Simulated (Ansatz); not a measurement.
`OB(O)[O][InH2]` and `OCB(O)O` differ in one atom or group.

Ansatz, PBE0-D4/def2-TZVP geometries, multiplicity 1. Each molecule was computed in one conformer, which needn't be the lowest. `OB(O)[O][InH2]` holds a close contact that its SMILES doesn't draw: In···O 2.43 Å.

Elements past krypton have def2 core potentials.

| property | `OB(O)[O][InH2]` |
| --- | --- |
| HOMO energy (B3LYP/def2-TZVPP) / eV | -7.85 |
| HOMO–LUMO gap (ωB97M-V/def2-TZVPP) / eV | 10.67 |
| HOMO–LUMO gap (PBE0/def2-TZVPP) / eV | 7.08 |
| size of the dipole moment (PBE/def2-TZVPP) / D | 1.08 |
| LUMO energy (B3LYP/def2-TZVPP) / eV | -1.26 |
| LUMO energy (PBE/def2-TZVPP) / eV | -1.70 |

**Question.** What does the change do to each property? (Best estimate.)

**Answer.** The calculation gave: 
```
                                      property  `OCB(O)O`  shift
           HOMO energy (B3LYP/def2-TZVPP) / eV      -7.93  -0.08
       HOMO–LUMO gap (ωB97M-V/def2-TZVPP) / eV      12.68   2.01
          HOMO–LUMO gap (PBE0/def2-TZVPP) / eV       8.88   1.80
size of the dipole moment (PBE/def2-TZVPP) / D       1.32   0.24
           LUMO energy (B3LYP/def2-TZVPP) / eV       0.33   1.59
             LUMO energy (PBE/def2-TZVPP) / eV      -0.14   1.56
```

With PBE0 the HOMO falls by 0.11 eV and the LUMO rises by 1.69 eV, so the gap widens by about 1.80 eV. PBE moves the HOMO by 0.19 eV and ωB97M-V by -0.30 eV. Dipoles are sizes alone; their direction can turn.

Positive LUMOs are unbound, so they and the gaps depend on the basis.

B3LYP here is the variant with VWN-RPA as its local correlation; programs differ in this.
